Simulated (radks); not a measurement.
Results of a calculation; reference values are marked as such.
Problem. These are the eigenvalues of the occupied orbitals of an atom or ion with whole-number occupations (eV). Code: a radial shooting solver on a logarithmic mesh with Libxc functionals. Model: scalar-relativistic Kohn-Sham, PBE, spin-polarised, spherical densities, point nucleus.

| orbital | eigenvalue |
|---|---|
| 1s up | -15968.38 |
| 1s down | -15968.26 |
| 2s up | -2188.636 |
| 2s down | -2188.570 |
| 2p up | -1948.161 |
| 2p down | -1948.051 |
| 3s up | -364.1098 |
| 3s down | -363.9718 |
| 3p up | -286.4832 |
| 3p down | -286.3278 |
| 3d up | -158.3321 |
| 3d down | -158.1545 |
| 4s up | -69.5496 |
| 4s down | -68.4440 |
| 4p up | -50.6800 |
| 4p down | -49.5937 |

Which element is it, and in what charge state? The configuration may be excited. Open shells, if any, are filled with parallel spins first.

Solution. Z = 38, strontium, charge +3: Sr3+ in [Ar] 3d10 4s2 4p5. The list shows which subshells hold electrons but not how many an open one holds; the 1s level, -586.83 hartree, gives Z - s = 34.3 by -(Z - s)^2/2, which with screening and relativity narrows Z to a few neighbours, and the depths of the outer levels then fix element, charge and occupations together.
